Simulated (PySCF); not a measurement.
Molecule: SMILES O1[SiH2]O[SiH2]O[SiH2]1, H₆O₃Si₃.

Bonds (- single, = double, # triple, : aromatic): O1-Si2, Si2-O3, O3-Si4, Si4-O5, O5-Si6, Si6-O1. Si2 carries H7, H8; Si4 carries H9, H10; Si6 carries H11, H12.

Frames of a GFN2-xTB Langevin trajectory at 300 K; GIAO PBE0/pcSseg-1 shieldings in PySCF 2.14.0 with density-fitted response routines, gas phase, non-relativistic; equivalent atoms averaged within each frame.

Chemical shifts δ = σref − σ; H2O for ¹⁷O (σ = 336.08 ppm); ²⁹Si (σ = 349.16 ppm), ¹H (σ = 31.72 ppm) against TMS, all at this level. The references are static minima.

Task: How do the shifts (ppm) fluctuate along the trajectory?

Result: 
```
         time (fs)  O1/O3/O5  Si2/Si4/Si6  H7/H8/H9/H10/H11/H12
optimised geometry      86.5        -39.3                  5.22
               250      98.3        -34.9                  5.58
               425      90.7        -35.9                  5.17
               625      87.6        -36.6                  5.35
               800      93.7        -32.6                  5.29
              1000      89.6        -39.3                  5.24
    mean of frames      92.0        -35.9                  5.33
standard deviation       4.2          2.5                  0.16
```

5 frames give an uncertainty of the mean of about the standard deviation over 2.2 at best, since frames this close in time may not be independent; classical motion lacks zero-point vibration, and the reference would need the same averaging.
